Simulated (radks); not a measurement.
Results of a calculation; reference values are marked as such.
Q: Kr III, configuration [Ar] 3d9.5 4s2 4p4.5 (fractional occupations, a model configuration). Level of theory: scalar-relativistic Kohn-Sham, PBE, spin-polarised, spherical densities, point nucleus; open shells are filled with parallel spins first (a radial shooting solver on a logarithmic mesh with Libxc functionals). Some entries of the table are withheld. Estimate them.

orbital,occ.,eigenvalue (eV),<r> (bohr)
1s up,1,-14193.14,0.04149
1s down,1,-14193.01,0.04149
2s up,1,-1899.841,0.1835
2s down,1,-1899.204,0.1835
2p up,3,-1683.768,0.1601
2p down,3,-1683.219,0.1601
3s up,1,-296.9756,0.5279
3s down,1,-295.9830,0.5281
3p up,3,-228.0890,(1)
3p down,3,-227.0803,(2)
3d up,5,-114.2795,0.5467
3d down,4.5,-113.1939,0.5468
4s up,1,-48.3900,1.474
4s down,1,-46.7594,1.478
4p up,3,-32.8396,(3)
4p down,1.5,-31.2726,(4)

A: 
(1) 3p up <r> (bohr): 0.5371
(2) 3p down <r> (bohr): 0.5373
(3) 4p up <r> (bohr): 1.693
(4) 4p down <r> (bohr): 1.708
